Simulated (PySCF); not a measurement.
## Telling isomers of C6H7FO2Si apart by NMR

Method: coordinates at the GFN2-xTB level, PBE0/pcSseg-1 with gauge-including orbitals, in PySCF (isolated molecule, averaged over atoms made equivalent by symmetry, fast rotation or ring inversion, non-relativistic, a single conformation).

Shifts are taken against calculated references (same method and geometry level): 1H (σ = 31.72 ppm), 13C (σ = 186.93 ppm) against TMS. Splittings of carbon signals by F and P are missing where no couplings were computed. Where no couplings were computed, multiplicities follow the n + 1 count of equivalent neighbours, and m marks all less simple cases (inequivalent or close neighbours, rings, F or P nearby). Shifts are as computed. Against solution values, carbons near 30 ppm lie about +3 ppm off and those near 130 ppm about +5 ppm. Of 1309 compounds with measured shifts, 239 miss one by over three times the rms of a fit or turn the order of signals round; such compounds aren't used in these exercises. OH and NH positions are gas-phase values without hydrogen bonding to other molecules.

(1) Tabulate the signals of `C#CC1=C(F)[SiH2]O[C@@H]1OC`, `CC#CC1=C(O[SiH2]O)[C@H]1F` and their relative energies.

(2) What is the quickest way to tell C#CC1=C(F)[SiH2]O[C@@H]1OC from CC#CC1=C(O[SiH2]O)[C@H]1F?

Answers

(1) 
```json
{"SMILES": "C#CC1=C(F)[SiH2]O[C@@H]1OC", "carbon types": "3×C 2×CH 1×CH3", "δC": "187.0, 127.1, 108.6, 101.0, 77.7, 57.8", "δH": "5.55 (s, 1H), 5.41 (m, 1H), 5.23 (m, 1H), 3.72 (s, 3H), 3.33 (s, 1H)", "E rel. (kcal/mol)": "4.2"}
{"SMILES": "CC#CC1=C(O[SiH2]O)[C@H]1F", "carbon types": "4×C 1×CH 1×CH3", "δC": "139.7, 103.1, 85.7, 73.9, 72.5, 6.1", "δH": "5.23 (m, 1H), 5.14 (m, 1H), 5.01 (m, 1H), 2.31 (s, 3H), 1.99 (br s, 1H)", "E rel. (kcal/mol)": "0.0"}
```

Energies are electronic energies at PBE0/pcSseg-1 on these geometries, without zero-point or thermal terms, each for the one conformer computed, which needn't be the lowest.

(2) Both give the same number of carbon signals, but DEPT or the intensities differ. The first has a methyl carbon bonded to O (CH3) at 57.8 ppm, the second a propargylic methyl carbon (CH3) at 6.1 ppm. Their most deshielded carbons lie at 187.0 and 139.7 ppm.
